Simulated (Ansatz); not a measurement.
Ansatz (a quantum-chemistry and plane-wave program) input (B3LYP-D3(BJ)/def2-TZVP):

Ansatz 0.2 input:
```yaml
crystal:
  periodic: [false, false, false]
  atoms:
    - {symbol: Si, position_ang: [0.01056935, -0.00074864, 0.80347941]}
    - {symbol: Br, position_ang: [1.08751872, -1.63459566, -0.42258869]}
    - {symbol: Br, position_ang: [-1.07294174, 1.64243177, -0.40042870]}
basis:
  gaussian:
    orbitals: def2-TZVP
hamiltonian:
  xc: b3lyp
  dispersion: d3bj
magnetization: {spin_polarized: true, initial_magnetization: 2}
relax: {f_tol: 0.002, max_steps: 150}
```

Output:

```
Functional definition: B3LYP
integrals: 0.09 GiB planned
926 factors; integrals over basis functions are off by at most 3.1e-4 eV
mean field: 1.18 GiB planned
mean field evaluation 1: about -147971.6400 eV, gradient 7.6e0 eV
mean field evaluation 2: about -147971.8332 eV, gradient 4.3e0 eV
mean field evaluation 4: about -147971.9649 eV, gradient 5.1e-1 eV
mean field evaluation 8: about -147972.0315 eV, gradient 7.0e-2 eV
mean field evaluation 16: about -147972.0316 eV, gradient 1.0e-4 eV
mean field -147972.03160016 eV, -5437.8718622607 hartree, gradient 3.6e-5 eV, S^2 2.004735; 0 other end points of the search recorded, 0 dependent functions left out
the calculation of the forces begins
reference -147972.03181748 eV, -5437.8718702467 hartree; 43, 41 occupied and 90, 92 virtual orbitals, 926 factors
relax step   1: F+E_penalty+E_count = -147972.23691097 eV  Δ(F+E_penalty+E_count) = +0.000e0 eV  max|allowed force component| = 9.141e-1 eV/Å  Δτ_max = 0.0000 Å  (33 SCF iters, accepted)
these checks for a lower state are left out or cut short: starts, cluster_reference, orbital_swaps, neighbouring_geometries, increment
integrals: 0.09 GiB planned
926 factors; integrals over basis functions are off by at most 3.1e-4 eV
mean field: 1.18 GiB planned
mean field -147972.09069680 eV, -5437.8740340219 hartree, gradient 2.1e-5 eV, S^2 2.004187; 0 other end points of the search recorded, 0 dependent functions left out
the calculation of the forces begins
reference -147972.09091273 eV, -5437.8740419573 hartree; 43, 41 occupied and 90, 92 virtual orbitals, 926 factors
relax step   2: F+E_penalty+E_count = -147972.29827356 eV  Δ(F+E_penalty+E_count) = -6.136e-2 eV  max|allowed force component| = 1.877e-1 eV/Å  Δτ_max = 0.0487 Å  (36 SCF iters, accepted)
these checks for a lower state are left out or cut short: starts, cluster_reference, orbital_swaps, neighbouring_geometries, increment
integrals: 0.09 GiB planned
926 factors; integrals over basis functions are off by at most 3.1e-4 eV
mean field: 1.18 GiB planned
mean field evaluation 32: about -147972.0926 eV, gradient 6.0e-4 eV
mean field -147972.09256456 eV, -5437.8741026607 hartree, gradient 1.7e-5 eV, S^2 2.004092; 0 other end points of the search recorded, 0 dependent functions left out
the calculation of the forces begins
reference -147972.09278021 eV, -5437.8741105860 hartree; 43, 41 occupied and 90, 92 virtual orbitals, 926 factors
relax step   3: F+E_penalty+E_count = -147972.30061477 eV  Δ(F+E_penalty+E_count) = -2.341e-3 eV  max|allowed force component| = 1.462e-2 eV/Å  Δτ_max = 0.0102 Å  (37 SCF iters, accepted)
these checks for a lower state are left out or cut short: starts, cluster_reference, orbital_swaps, neighbouring_geometries, increment
integrals: 0.09 GiB planned
926 factors; integrals over basis functions are off by at most 3.1e-4 eV
mean field: 1.18 GiB planned
mean field -147972.09263212 eV, -5437.8741051438 hartree, gradient 1.8e-5 eV, S^2 2.004087; 0 other end points of the search recorded, 0 dependent functions left out
the calculation of the forces begins
reference -147972.09284780 eV, -5437.8741130698 hartree; 43, 41 occupied and 90, 92 virtual orbitals, 926 factors
relax step   4: F+E_penalty+E_count = -147972.30062616 eV  Δ(F+E_penalty+E_count) = -1.140e-5 eV  max|allowed force component| = 1.526e-3 eV/Å  Δτ_max = 0.0020 Å  (28 SCF iters, accepted)
integrals: 0.09 GiB planned
926 factors; integrals over basis functions are off by at most 3.1e-4 eV
mean field: 1.18 GiB planned
mean field -147972.09263212 eV, -5437.8741051438 hartree, gradient 1.8e-5 eV, S^2 2.004087; 1 other end points of the search recorded, 0 dependent functions left out
the calculation of the forces begins
reference -147972.09284780 eV, -5437.8741130698 hartree; 43, 41 occupied and 90, 92 virtual orbitals, 926 factors
Total energy: -147972.30084184 eV, -5437.8817567099 hartree
Atom 0 at     0.010753    -0.001043     0.742503 Å, force     0.000003    -0.000005     0.001283 eV/Å
Atom 1 at     1.070904    -1.609387    -0.391725 Å, force    -0.001006     0.001526    -0.000632 eV/Å
Atom 2 at    -1.056511     1.617518    -0.370316 Å, force     0.001003    -0.001522    -0.000651 eV/Å
Dipole moment:     0.000384    -0.000552     0.121316 e Å
```

This is an excited triplet: at this geometry the singlet lies 1.89 eV lower at RI-MP2/CBS(def2-TZVPPD,def2-QZVPPD)+[CCSD(T)-MP2]/def2-TZVPPD.
